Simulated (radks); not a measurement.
Results of a calculation; reference values are marked as such.
Xe34+, 20 electrons, occupied as [Ar] 3d2 (the NIST ground configuration). Code: a radial shooting solver on a logarithmic mesh with Libxc functionals. Model: Dirac Kohn-Sham, relativistic LDA (MacDonald-Vosko exchange, VWN5 correlation), spin-unpolarised, spherical densities, finite nucleus; open shells fill j = l - 1/2 first; Fermi nuclear charge, rms radius 4.7859 fm.

Spin-orbit splittings of the eigenvalues, e(l+1/2) - e(l-1/2), with zeta = 2 splitting/(2l+1) and mean radii in bohr:

| shell | occ. | splitting (eV) | zeta (eV) | <r> j=l-1/2 | <r> j=l+1/2 |
|---|---|---|---|---|---|
| 2p | 6 | ? | ? | 0.09567 | 0.1013 |
| 3p | 6 | 75.43 | 50.29 | 0.2716 | 0.2808 |
| 3d | 2 | 17.46 | 6.982 | 0.2457 | 0.2486 |
| 4p | 0 | 27.09 | 18.06 | 0.5433 | 0.5559 |

Estimate the 2p splitting.

Answer. 325.7 eV (zeta = 217.1 eV).
